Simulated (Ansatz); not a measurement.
phosphoric acid (H3O4P), SMILES OP(=O)(O)O.

Coordinates come from a B3LYP-D3(BJ)/def2-SVP optimisation. The values are those of a single conformer.

Two levels are set side by side: PBE/def2-SVPD (Ansatz, an electronic-structure program) and PBE0/def2-SVPD (Ansatz). Energy differences of separate SCF runs at the same geometry; the states with an electron removed or added have multiplicity 2 and 2. Differences are taken from unrounded values.

| quantity | PBE0 | PBE | PBE minus PBE0 |
|---|---|---|---|
| vertical ionisation energy (eV) | 11.42 | 11.09 | -0.33 |
| vertical singlet–triplet gap (eV) | 7.34 | 6.77 | -0.57 |
